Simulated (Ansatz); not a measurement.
Cost and result for the atomization energy of CH2AlBrClF (7 atoms, 7 bonds).

```
atom   x (Å)   y (Å)   z (Å)
  F1   1.813   0.941   0.436
  C2   0.534   0.820   0.066
 Br3  -0.620   0.408   1.776
 Al4  -0.298  -0.916  -0.379
 Cl5  -2.009  -0.783  -1.586
  H6   0.138   1.797  -0.213
  H7   0.443  -2.267  -0.100
```

Charge 0, multiplicity 1. Correlated methods include outer-core shells of Br, which these sets cover unevenly. Scalar relativity is left out up to krypton. The bonds changed during the relaxation, so this is another structure than the one it started from. The structure was optimised at the PBE0-D4/def2-TZVP level. It is one conformer, not always the lowest. Program: Ansatz. All runs use 4 threads of a server CPU on a shared host. Times are those of one run each, without the atoms' runs, and a repeat can differ threefold. Electronic energies, without spin–orbit coupling; frozen cores. CCSD(T)/CBS adds CCSD(T) − MP2 in def2-TZVPP to the MP2 limit, and its time is that of the two runs behind it. T1 = 0.011. With those shells the extrapolation isn't a true limit. B3LYP takes the VWN-RPA correlation (the form of Gaussian; ORCA's B3LYP/G).

CCSD(T)/CBS is a level of theory with its own doubt, some kJ/mol a heavy atom from the limit and from the frozen cores, so smaller differences don't rank the functionals.

| level | functions | wall time | atomization (kcal/mol) | difference from CCSD(T)/CBS | per bond |
| --- | --- | --- | --- | --- | --- |
| LDA (SPW92)/def2-TZVPP | 222 | 0.85 s | 613.9 | 86.3 | 12.3 |
| BLYP-D4/def2-TZVPP | 222 | 1.2 s | 521.2 | -6.4 | -0.9 |
| revPBE-D4/def2-TZVPP | 222 | 1.4 s | 523.8 | -3.8 | -0.5 |
| CAM-B3LYP-D4/def2-TZVPP | 222 | 2.9 s | 521.4 | -6.2 | -0.9 |
| B3LYP-D4/def2-TZVPP (with forces) | 222 | 3.2 s | 519.4 | -8.2 | -1.2 |
| PBE-QIDH/def2-TZVPP | 222 | 3.7 s | 522.7 | -4.9 | -0.7 |
| B97M-V/def2-TZVPP | 222 | 3.8 s | 531.0 | 3.4 | 0.5 |
| CCSD(T)/def2-SVP | 106 | 3.9 s | 489.6 | -38.0 | -5.4 |
| ωB97X-V/def2-TZVPP | 222 | 5.5 s | 526.6 | -1.0 | -0.1 |
| ωB97M-V/def2-TZVPP (with forces) | 222 | 6.5 s | 526.4 | -1.2 | -0.2 |
| MP2/def2-QZVPP | 403 | 15 s | 538.3 | 10.7 | 1.5 |
| CCSD(T)/def2-TZVPP | 222 | 53 s | 509.4 | -18.2 | -2.6 |
| CCSD(T)/CBS(def2) | – | 68 s | 527.6 | 0.0 | 0.0 |

From BLYP to BHLYP (50 % exact exchange), in def2-TZVPP and without D4, the atomization energy moves by −17.3 kcal/mol: exact exchange takes away binding that semilocal exchange gives to molecules. The D4 term adds +7.5 kcal/mol with B3LYP and +3.9 kcal/mol with PBE0; it sums over pairs of atoms, weighted by their polarisabilities, and B3LYP, whose exchange is more repulsive, gets the larger term. In def2-TZVPP, CCSD(T) changes the Hartree–Fock value by +137.9 kcal/mol (the triples alone add +11.8 kcal/mol) and MP2 by +156.2 kcal/mol; breaking electron pairs costs correlation energy, which Hartree–Fock lacks.
